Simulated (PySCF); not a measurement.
Electron correlation in Te²⁺ (tellurium, charge +2)

[Kr] 4d10 5s2 5p2, high-spin 3P determinant. Calculation: PySCF 2.14, in ANO-RCC-VTZP; scalar relativity by spin-free X2C-1e. Frozen: [Kr] 4d10; 4 electrons correlated.

```
  level  correlation energy (mhartree)
   CCSD                         -58.17
    (T)                          -1.19
CCSD(T)                         -59.36
```

Diagnostics: T1 = 0.0060, D1 = 0.0163, largest double amplitude 0.091.

Cost of the coupled-cluster step: of the order of 1.2 core-seconds, for 4 correlated electrons.
